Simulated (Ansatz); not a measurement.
Cartesian coordinates in Å:
```
F 1.201 0.112 -2.311
Al 1.408 -0.298 -0.718
S -0.404 -1.713 -0.182
Al -1.047 0.074 1.219
F -2.454 0.666 0.573
S 0.650 1.560 0.524
H 2.747 -0.858 -0.121
H -1.144 -1.251 -1.209
H -0.866 -0.310 2.730
H -0.091 2.019 -0.504
```

The species carries charge 0 and has multiplicity 1.

(1) List the PBE0/def2-TZVPP orbital energies in eV (the Gaussian-basis code of Ansatz). (Estimate.)

Answers

(1) Computed: Occupied: -2423.48, -2423.48, -1528.66, -1528.66, -672.95, -672.95, -218.87, -218.87, -162.69, -162.69, -162.57, -162.57, -162.57, -162.57, -114.45, -114.45, -74.50, -74.50, -74.48, -74.47, -74.38, -74.38, -31.96, -31.96, -21.75, -21.26, -13.61, -13.34, -12.82, -12.48, -11.80, -11.79, -11.63, -11.56, -11.04, -10.79, -9.73, -9.42, -8.96, -8.74. Lowest empty: -1.09, -0.08, 0.14, 0.20, 0.46, 0.70, 0.87, 1.28.
